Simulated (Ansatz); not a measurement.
A structure relaxed at PBE-D4/def2-SVP in Ansatz, charge 0, singlet:

```csv
atom,x (Å),y (Å),z (Å)
Si1,0.120,-1.875,0.264
Cl2,0.252,-3.947,0.556
C3,-1.089,-1.500,-1.136
Si4,-1.217,0.364,-1.409
Cl5,-2.562,0.765,-2.967
C6,0.490,1.042,-1.845
Si7,1.711,0.686,-0.449
Cl8,3.602,1.444,-0.946
C9,1.817,-1.180,-0.184
C10,1.089,1.500,1.137
Si11,-0.613,0.825,1.594
Cl12,-1.292,1.738,3.356
C13,-0.490,-1.042,1.845
C14,-1.817,1.180,0.184
H15,-0.749,-1.995,-2.071
H16,-2.091,-1.914,-0.890
H17,0.426,2.137,-2.019
H18,0.850,0.578,-2.788
H19,2.192,-1.671,-1.108
H20,2.542,-1.405,0.627
H21,1.033,2.601,0.998
H22,1.805,1.308,1.964
H23,0.208,-1.264,2.681
H24,-1.483,-1.451,2.127
H25,-2.827,0.798,0.446
H26,-1.909,2.277,0.034
```

Give its formula, name or SMILES and point group.

(ClSi)4CH26 adamantane (C₆H₁₂Cl₄Si₄). Point group Td (tolerance 0.1 Å).

Summarise the bond lengths by kind (pairs closer than 1.2 times the sum of covalent radii, bridged metal pairs left out).

12 × C–Si 1.89 Å; 4 × Cl–Si 2.10 Å; 12 × C–H 1.11 Å.
